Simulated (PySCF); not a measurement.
**I²⁺ (iodine, charge +2) across methods**

[Kr] 4d10 5s1 5p4, high-spin 4P determinant (an excited configuration). Calculation: PySCF 2.14, in aug-cc-pV5Z-PP with ECP28MDF; a scalar-relativistic core potential. The B2PLYP total includes its PT2 part (frozen core); its orbital energies are those of the SCF part.

```
   method  E (hartree)  mean ε 5s α (eV)  mean ε 5p α (eV)  mean ε 5p β (eV)  Σ⟨r²⟩ (bohr²)   ⟨S²⟩
   r2SCAN    -294.3157           -38.918           -26.668           -23.815          40.93  3.756
     PBE0    -294.2011           -40.240           -27.550           -24.638          41.01  3.753
    B3LYP    -294.2733           -39.663           -27.116           -24.619          41.07  3.752
   B2PLYP    -293.9284           -42.405           -28.714           -25.229          41.22  3.754
      LDA    -293.7410           -38.072           -26.184           -24.000          40.99  3.752
      PBE    -294.1738           -37.884           -26.099           -23.783          41.00  3.753
      UHF   -293.25484           -46.359           -31.094           -25.877          41.51  3.759
BHandHLYP    -294.1446           -42.278           -28.666           -25.451          41.15  3.753
```

Energies and moments cover only the electrons outside the core potential.
